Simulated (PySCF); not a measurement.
Gas-phase reaction: 2 SnHF₃ + NH ⇌ 2 SnF₃ + NH₃

Computed with PySCF and rigid-rotor harmonic-oscillator thermochemistry at 1 bar. † marks an energy on the PBE0/def2-TZVP geometry and frequencies; other levels use their own. MP2 and CCSD(T) freeze the core. Open shells (unrestricted): NH (multiplicity 3), SnF₃ (multiplicity 2); the rest are closed-shell singlets. Sn: scalar-relativistic def2 core potential, no spin-orbit coupling. SnHF₃, SnF₃: computed as isolated molecules; such fragments, hydroxides, amides, oligomers or adducts are transient or little studied in the gas. MP2 isn't extrapolated to the basis-set limit; its ΔH°(298 K) is -197.8 kJ in def2-SVP and -221.4 kJ in def2-TZVPP. CCSD(T) isn't extrapolated to the basis-set limit; its ΔH°(298 K) is -171.1 kJ in def2-SVP and -190.4 kJ in def2-TZVPP. The harmonic model lacks anharmonicity and excited electronic states, which grow with temperature; levels with a mode under 35 cm⁻¹ are left out.

```
level               ΔE electronic, kJ  ΔH°(298 K), kJ  ΔS°(298 K), J/K  ΔG°(1800 K), kJ
------------------  -----------------  --------------  ---------------  ---------------
CCSD(T)/def2-SVP†                -203            -171               18             -178
HF/def2-TZVP†                    -115             -83               18              -89
MP2/def2-TZVPP†                  -253            -221               18             -228
PBE/def2-SVP                     -307            -276               21             -286
ωB97M-V/def2-TZVP†               -256            -224               18             -230
```
ΔH° is lowest at PBE/def2-SVP and highest at HF/def2-TZVP†. No reference value is set beside these.
